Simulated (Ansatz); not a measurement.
`[OH][Ge]([OH])([F])[SiH3]` + H–F → `[OH][Ge]([F])([F])[SiH3]` + H₂O at 600 K and 1 bar (ligand exchange at a Ge–O bond).

Calculated with Ansatz (gas phase, PBE0-D4/def2-TZVP geometries, no zero-point term in ΔE). CBS: MP2 limit from def2 TZ/QZ plus the TZ coupled-cluster correction, frozen cores. This one scheme is used for every species. For Ge outer-core shells are correlated without core-valence functions, which leaves a few kJ/mol of doubt a bond. Scalar relativity is left out up to krypton. One conformer a species, not always the lowest.

```csv
species,CCSD(T)/CBS energy (Eh),H − E (kJ/mol),S (J/(mol·K))
`[OH][Ge]([OH])([F])[SiH3]`,-2618.44032,216.9,496.0
H–F,-100.39570,42.3,194.0
`[OH][Ge]([F])([F])[SiH3]`,-2642.46724,181.9,479.3
H₂O,-76.37941,76.8,212.8
```

H − E and S are ideal-gas, rigid-rotor, harmonic terms from PBE0-D4/def2-TZVP, for one conformer and one mirror image of each species. 1 Eh = 2625.50 kJ/mol, R = 8.31446 J/(mol·K).

Task: By hand: ΔE, ΔH, ΔS and ΔG.

Result: ΔE = (-2642.46724) + (-76.37941) − (-2618.44032) − (-100.39570) = -0.01063 Eh = -27.9 kJ/mol. Δ(H − E) = 181.9 + 76.8 − 216.9 − 42.3 = -0.5, so ΔH = -28.4 kJ/mol. ΔS = 479.3 + 212.8 − 496.0 − 194.0 = 2.1 J/(mol·K). ΔG = -28.4 − 600 × (2.1)/1000 = -29.7 kJ/mol.

Task: By hand: the equilibrium constant, and the temperature at which ΔG would vanish if ΔH and ΔS stayed fixed.

Result: log₁₀ K = −ΔG/(RT ln 10) = 2.6. ΔH and −TΔS have one sign here, so there is no such temperature. One of them is within its doubt of zero, so this could turn.

The number of gas molecules stays the same, so ΔS is small and ΔH decides. A doubt of 5 kJ/mol in ΔE shifts log₁₀ K by 0.4 here. Other conformers and mirror images would add mixing entropy, several J/(mol·K) or more a flexible species. These are equilibria of isolated gas molecules and say nothing of rates. Largest T1 diagnostic: 0.013 (customary marks: 0.02 for closed shells, 0.045 for open ones).
